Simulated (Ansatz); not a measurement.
`N[Si](N)([SiH3])Cl` at its PBE0-D4/def2-TZVP geometry, where that method's forces vanish. Charge 0, multiplicity 1.

```csv
atom,x (Å),y (Å),z (Å)
N1,0.4175,0.4672,-1.6909
Si2,0.0726,0.5429,-0.0269
N3,1.5608,0.7945,0.7693
Si4,-1.1975,-1.3437,0.5312
Cl5,-1.0802,2.1643,0.5923
H6,1.0150,1.1630,-2.1113
H7,-0.2636,0.1153,-2.3438
H8,1.5871,1.2332,1.6744
H9,2.3258,0.1544,0.6299
H10,-0.3898,-2.5868,0.3816
H11,-2.3940,-1.4601,-0.3493
H12,-1.6539,-1.2441,1.9433
```

Task: For each bond, give half the difference of the two atoms' forces along it (eV/Å; positive pushes the atoms apart) under PBE-D4, r2SCAN-D4, B3LYP-D4, ωB97M-V in def2-TZVPP. (Best estimate.)

Result: The calculation gave: 
```tsv
bond	length (Å)	PBE-D4	r2SCAN-D4	B3LYP-D4	ωB97M-V
N1–Si2	1.701	0.09	0.01	0.05	0.06
N1–H6	1.009	0.19	0.02	-0.02	-0.03
N1–H7	1.007	0.19	0.01	-0.03	-0.03
Si2–N3	1.706	0.12	0.02	0.07	0.07
Si2–Si4	2.342	-0.19	-0.04	0.00	-0.05
Si2–Cl5	2.084	0.13	0.06	0.17	0.03
N3–H8	1.006	0.19	0.01	-0.03	-0.02
N3–H9	1.007	0.17	0.02	-0.03	-0.03
Si4–H10	1.490	0.09	-0.01	-0.07	-0.09
Si4–H11	1.490	0.09	-0.01	-0.06	-0.09
Si4–H12	1.487	0.10	-0.01	-0.07	-0.09
```

B3LYP here is the variant with VWN-RPA as its local correlation; programs differ in this.

Program: Ansatz 0.2.0.
